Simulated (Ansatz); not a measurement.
C3H10N (SMILES CC[NH2+]C), charge +1, singlet, geometry from GFN2-xTB; CCSD(T)/pcseg-1 in Ansatz (a quantum-chemistry and plane-wave program).

The Ansatz input:
Ansatz 0.2 input:
```yaml
crystal:
  periodic: [false, false, false]
  atoms:
    - {symbol: C, position_ang: [1.21296475, -0.43505659, 1.05745699]}
    - {symbol: C, position_ang: [0.49340484, 0.73006851, 0.40560672]}
    - {symbol: N, position_ang: [-0.22912828, 0.30572748, -0.83364535]}
    - {symbol: C, position_ang: [-1.42679703, -0.52369353, -0.58580884]}
    - {symbol: H, position_ang: [1.90138003, -0.91149101, 0.36319589]}
    - {symbol: H, position_ang: [1.79585188, -0.06458150, 1.89576360]}
    - {symbol: H, position_ang: [0.52350240, -1.17871165, 1.44533444]}
    - {symbol: H, position_ang: [1.21504360, 1.49985744, 0.12601840]}
    - {symbol: H, position_ang: [-0.23433377, 1.16776361, 1.09065133]}
    - {symbol: H, position_ang: [0.42852521, -0.22443572, -1.42056931]}
    - {symbol: H, position_ang: [-0.51217892, 1.14132391, -1.35893829]}
    - {symbol: H, position_ang: [-2.12795182, 0.01940297, 0.04481675]}
    - {symbol: H, position_ang: [-1.91645003, -0.76834228, -1.52611082]}
    - {symbol: H, position_ang: [-1.14692605, -1.44878838, -0.08817373]}
basis:
  gaussian:
    orbitals: pcseg-1.json
total_charge: 1
magnetization: {spin_polarized: false}
correlation: {method: ccsd_t, electrons: all}
```
The basis file holds pcseg-1 in the JSON format of the Basis Set Exchange.

### Question
Predict the main parts of the log of this Ansatz run.

### Answer

```
Functional definition: HF
1138 factors; integrals over basis functions are off by at most 1.1e-3 eV
mean field evaluation 1: about -4719.4271 eV, gradient 4.3e1 eV
mean field evaluation 2: about -4719.4318 eV, gradient 4.3e1 eV
mean field evaluation 4: about -4724.0526 eV, gradient 3.5e0 eV
mean field evaluation 8: about -4724.0940 eV, gradient 1.2e-4 eV
mean field evaluation 16: about -4724.0908 eV, gradient 1.8e-1 eV
mean field -4724.09402753 eV, -173.6072534058 hartree, gradient 2.3e-6 eV, S^2 0.000000; 0 other end points of the search recorded, 0 dependent functions left out
reference -4724.09402753 eV, -173.6072534058 hartree; 17, 17 occupied and 89, 89 virtual orbitals, 1138 factors
second order -16.89505363 eV of doubles, -0.00000000 eV of singles
cycle   1  -17.88687658 eV  change   -9.9e-1 eV  update   7.4e-2
cycle   2  -18.33972430 eV  change   -4.5e-1 eV  update   2.2e-2
cycle   3  -18.39280210 eV  change   -5.3e-2 eV  update   6.6e-3
cycle   4  -18.39439889 eV  change   -1.6e-3 eV  update   1.7e-3
cycle   5  -18.39521669 eV  change   -8.2e-4 eV  update   4.3e-4
cycle   6  -18.39531549 eV  change   -9.9e-5 eV  update   1.1e-4
cycle   7  -18.39530838 eV  change    7.1e-6 eV  update   2.5e-5
perturbative correction -0.47708922 eV, -0.0175327054 hartree
Total energy: -4742.96642512 eV, -174.3008012252 hartree
```
